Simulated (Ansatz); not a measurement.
Start from `BCB(O)F` and change one atom or group to get `BCBO`.

Ansatz, PBE0-D4/def2-TZVP geometries, multiplicity 1. Each molecule was computed in one conformer, which needn't be the lowest.

| property | `BCB(O)F` |
| --- | --- |
| zero-point energy (PBE0-D4/def2-TZVP) / kJ/mol | 183.6 |
| HOMO energy (PBE0/def2-TZVPP) / eV | -9.26 |
| LUMO energy (ωB97M-V/def2-TZVPP) / eV | 0.30 |
| LUMO energy (B3LYP/def2-TZVPP) / eV | -1.88 |
| LUMO energy (PBE/def2-TZVPP) / eV | -2.62 |
| HOMO energy (ωB97M-V/def2-TZVPP) / eV | -11.59 |

Problem. What does the change do to each property? (Best estimate.)

Solution. Computed: 
```tsv
property	`BCBO`	shift
zero-point energy (PBE0-D4/def2-TZVP) / kJ/mol	198.2	14.6
HOMO energy (PBE0/def2-TZVPP) / eV	-8.69	0.57
LUMO energy (ωB97M-V/def2-TZVPP) / eV	0.41	0.11
LUMO energy (B3LYP/def2-TZVPP) / eV	-1.76	0.12
LUMO energy (PBE/def2-TZVPP) / eV	-2.51	0.11
HOMO energy (ωB97M-V/def2-TZVPP) / eV	-11.00	0.59
```

With PBE0 the HOMO rises by 0.57 eV and the LUMO rises by 0.11 eV, so the gap narrows by about 0.46 eV. PBE moves the HOMO by 0.48 eV and ωB97M-V by 0.59 eV.

B3LYP here is the variant with VWN-RPA as its local correlation; programs differ in this.
